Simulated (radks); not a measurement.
Fe IV, configuration [Ar] 3d5.

Calculated with a radial shooting solver on a logarithmic mesh with Libxc functionals: non-relativistic Kohn-Sham, PBE, spin-polarised, spherical densities, point nucleus; open shells are filled with parallel spins first.

Energy parts (eV):
| part | energy |
|---|---|
| total | -34323.976 |
| kinetic | 34299.131 |
| electron-nucleus | -80825.757 |
| Hartree | 13683.593 |
| exchange-correlation | -1480.943 |

Orbitals (lengths in bohr, moments of r in powers of bohr; <r^-3> diverges for s and p1/2; r(max) is where P^2 peaks):
| orbital | occ. | eigenvalue (eV) | r(max) | <r^-3> |
|---|---|---|---|---|
| 1s up | 1 | -6970.244 | 0.03896 | - |
| 1s down | 1 | -6970.262 | 0.03896 | - |
| 2s up | 1 | -844.7840 | 0.2253 | - |
| 2s down | 1 | -842.0518 | 0.2251 | - |
| 2p up | 3 | -733.9290 | 0.1811 | 462.4 |
| 2p down | 3 | -731.8938 | 0.1809 | 464.4 |
| 3s up | 1 | -131.0889 | 0.7060 | - |
| 3s down | 1 | -125.0588 | 0.7074 | - |
| 3p up | 3 | -98.5384 | 0.7126 | 59.23 |
| 3p down | 3 | -92.6058 | 0.7148 | 57.96 |
| 3d up | 5 | -45.4473 | 0.6904 | 5.804 |
| 3d down | 0 | -39.8135 | 0.7008 | 5.529 |

The highest occupied level is 3d up at -45.447 eV. Summed over all electrons, <r^2> = 13.14 bohr^2, which gives a Langevin (diamagnetic) susceptibility term of -10.4 x 10^-6 cm^3/mol. Spin moment in Bohr magnetons: 5. The density falls to 0.001 e/bohr^3 at r = 2.71 bohr. Virial ratio -V/T = 2.00072. The spin density at the nucleus is -1.167 e/bohr^3 (1s -0.027, 2s -2.296, 3s 1.156), a Fermi contact field of -61.2 T. The electron density at the nucleus is 1.192e+04 e/bohr^3.
